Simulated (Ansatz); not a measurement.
C$_{2}$H$_{5}$CuN$_{2}$, SMILES `CC#[N+][Cu-][NH2]`. The species carries charge 0 and has multiplicity 1. For Cu the d shell is correlated and the shells below it are frozen. Scalar relativity is left out up to krypton.

```json
{"atom": "C1", "x (Å)": "0.711", "y (Å)": "-1.237", "z (Å)": "-2.285"}
{"atom": "C2", "x (Å)": "0.303", "y (Å)": "-0.560", "z (Å)": "-1.077"}
{"atom": "N3", "x (Å)": "-0.021", "y (Å)": "-0.022", "z (Å)": "-0.116"}
{"atom": "Cu4", "x (Å)": "-0.520", "y (Å)": "0.826", "z (Å)": "1.425"}
{"atom": "N5", "x (Å)": "-1.110", "y (Å)": "1.718", "z (Å)": "2.896"}
{"atom": "H6", "x (Å)": "1.789", "y (Å)": "-1.135", "z (Å)": "-2.421"}
{"atom": "H7", "x (Å)": "0.460", "y (Å)": "-2.297", "z (Å)": "-2.217"}
{"atom": "H8", "x (Å)": "0.200", "y (Å)": "-0.804", "z (Å)": "-3.147"}
{"atom": "H9", "x (Å)": "-1.362", "y (Å)": "1.119", "z (Å)": "3.674"}
{"atom": "H10", "x (Å)": "-0.450", "y (Å)": "2.392", "z (Å)": "3.268"}
```

(1) Give the diagnostics of a CCSD(T)/def2-TZVPP run (frozen core, Ansatz 0.2.0). (Best estimate.)

## Answers

(1) Computed: T1 = 0.0236, largest single amplitude 0.045, largest double 0.040, (T) share of the correlation energy 4.6 %, 16 CCSD cycles. The RHF solution is stable towards an unrestricted one. T1 lies over the customary mark of 0.02 for closed shells; compounds of d metals often pass it without a breakdown.
